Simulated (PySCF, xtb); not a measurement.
CH₄BClFN, SMILES CNB(F)Cl. The values are those of a single conformer.

Harmonic wavenumbers (cm⁻¹) from xtb with GFN2-xTB at its own minimum, in rising order: 148, 158, 185, 298, 391, 461, 642, 659, 997, 1064, 1110, 1137, 1303, 1409, 1465, 1471, 1502, 2973, 2988, 3053, 3465.

Task: What does PySCF with r2SCAN-D4/def2-SVP give at its own minimum? (An estimate is asked for; the answer gives what the named calculation found.)

Result: 143, 154, 207, 334, 435, 575, 621, 717, 1053, 1097, 1141, 1201, 1381, 1446, 1471, 1478, 1578, 3019, 3094, 3163, 3629. Paired by order, the mean absolute difference is 53 cm⁻¹ and the zero-point energies are 38.4 and 39.9 kcal/mol.
